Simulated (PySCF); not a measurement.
AlFH₅NO₂Si, SMILES [SiH2]([NH][Al]([OH])[OH])F.

Coordinates come from a B3LYP-D3(BJ)/def2-SVP optimisation. The structure was generated by enumeration; whether it is a known compound was not checked. One conformer was computed; it need not be the lowest.

Two levels are set side by side: PBE/def2-TZVP (PySCF) and B3LYP/def2-TZVP (PySCF). Same geometry, gas phase. Differences are taken from unrounded values.

```
quantity                       PBE
---------------------------  -----
orbital gap (eV)              5.47
highest occupied level (eV)  -6.85
lowest empty level (eV)      -1.38
dipole moment (D)             1.42
mean polarisability (bohr³)   62.4
```

**Question.** These are the PBE values. What does B3LYP give? (Estimate from the structure and the level; the computed values follow.)

**Answer.** 
| quantity | B3LYP | PBE minus B3LYP |
|---|---|---|
| orbital gap (eV) | 7.17 | -1.70 |
| highest occupied level (eV) | -8.01 | 1.16 |
| lowest empty level (eV) | -0.83 | -0.55 |
| dipole moment (D) | 1.45 | -0.03 |
| mean polarisability (bohr³) | 58.9 | 3.6 |

PBE's occupied levels lie high since its potential decays too fast outside the molecule; exact exchange lowers them and widens the gap. Loosely held outer electrons make PBE densities more polarisable. Differences between two approximate levels are no errors against the true value.

Rough cost on one machine, each run with all the roots and properties that it gave: B3LYP against PBE within a factor of 2.
